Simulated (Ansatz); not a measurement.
**Redistribution: C3H7Br + C4H4FN → C3H7F + C4H4BrN**

Species: C3H7Br (2-bromopropane) `CC(C)Br`, singlet; C4H4FN `Fc1ccc[nH]1`, singlet; C3H7F `CC(C)F`, singlet; C4H4BrN `Brc1ccc[nH]1`, singlet. The partners trade Br for F; both sit on C, so the bond types are kept.

Shapes, held fixed at every level: PBE0-D4/def2-TZVP. Programs: Ansatz 0.2.0. The zero-point and thermal change to 298 K, harmonic and unscaled (PBE0-D4/def2-TZVP), is +0.3 kJ/mol.

Estimate ΔH(298 K) of this reaction.

The highest level, CCSD(T)/def2-TZVPP, gives ΔH(298 K) = -9.7 kJ/mol; the levels span -14.8 to -4.5. The column of differences is taken from that level and isn't an error. No measured value is set beside it here. Relativity is left out for Br unless named. Correlated rows may include outer-core shells of Br, which these sets cover unevenly.

```json
{"level": "SPW92/def2-TZVPP", "kind": "LDA", "ΔH(298 K) (kJ/mol)": "-4.6", "less CCSD(T)/def2-TZVPP": "+5.1"}
{"level": "PBE-D4/def2-TZVPP", "kind": "GGA", "ΔH(298 K) (kJ/mol)": "-8.0", "less CCSD(T)/def2-TZVPP": "+1.7"}
{"level": "r2SCAN0-D4/def2-TZVPP", "kind": "global hybrid", "ΔH(298 K) (kJ/mol)": "-6.8", "less CCSD(T)/def2-TZVPP": "+2.9"}
{"level": "wB97X-V/def2-TZVPP", "kind": "range-separated hybrid", "ΔH(298 K) (kJ/mol)": "-9.0", "less CCSD(T)/def2-TZVPP": "+0.7"}
{"level": "MP2/def2-TZVPP", "kind": "perturbation theory", "ΔH(298 K) (kJ/mol)": "-14.8", "less CCSD(T)/def2-TZVPP": "-5.1"}
{"level": "CCSD(T)/def2-SVP", "kind": "coupled cluster or CI", "ΔH(298 K) (kJ/mol)": "-4.9", "less CCSD(T)/def2-TZVPP": "+4.8"}
{"level": "CCSD/def2-SVP", "kind": "coupled cluster or CI", "ΔH(298 K) (kJ/mol)": "-4.5", "less CCSD(T)/def2-TZVPP": "+5.2"}
{"level": "CCSD(T)/def2-TZVPP", "kind": "coupled cluster or CI", "ΔH(298 K) (kJ/mol)": "-9.7", "less CCSD(T)/def2-TZVPP": "0.0"}
```
